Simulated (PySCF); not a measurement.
**Dipole response of Pb (lead, neutral)**

[Xe] 4f14 5d10 6s2 6p2, high-spin 3P determinant. All numbers are calculated (PySCF 2.14, a scalar-relativistic core potential, in aug-cc-pVQZ-PP with ECP60MDF). Coupled (time-dependent) response in atomic units; α is the mean over directions.

| method | mean α (bohr³) | α xx, yy, zz | C₆ (like pair) | S(−4) |
| --- | --- | --- | --- | --- |
| B97-3 | 65.78 | 47.37, 74.98, 74.98 | 769.3 | 1821 |
| MN15 | 62.59 | 46.49, 70.64, 70.64 | 714.1 | 1709 |

S(−4) is the Cauchy moment in α(ω) = α(0) + S(−4) ω² + …

Reference α: 47 ± 3 bohr³ (recommended; Schwerdtfeger and Nagle, table of static dipole polarizabilities (2023 update)). Published C₆: 534.0 (Gould and Bucko (2016)).

Spin-orbit coupling is absent.

α(iu) at MN15:

| u (hartree) | α(iu) (bohr³) |
| --- | --- |
| 0 | 62.59 |
| 0.0500 | 58.72 |
| 0.100 | 50.34 |
| 0.200 | 34.69 |
| 0.300 | 24.71 |
| 0.500 | 14.51 |
| 0.750 | 9.052 |
| 1.00 | 6.397 |
| 1.50 | 3.855 |
| 2.00 | 2.630 |
| 3.00 | 1.455 |
| 5.00 | 0.6242 |

A single London oscillator, α(iu) = α/(1 + u²/ω²), gives C₆ = (3/4) ω α². Matching the computed C₆ needs ω = 4 × 714.1 / (3 × 62.59²) = 0.243 hartree.

The components differ because the open shell of this determinant is not spherical; for a pure term their mean is the scalar polarisability.

Energies and moments cover only the electrons outside the core potential. Spin-orbit coupling is strong in this species (close to jj coupling), so the high-spin LS determinant is a model state, not a physical level.
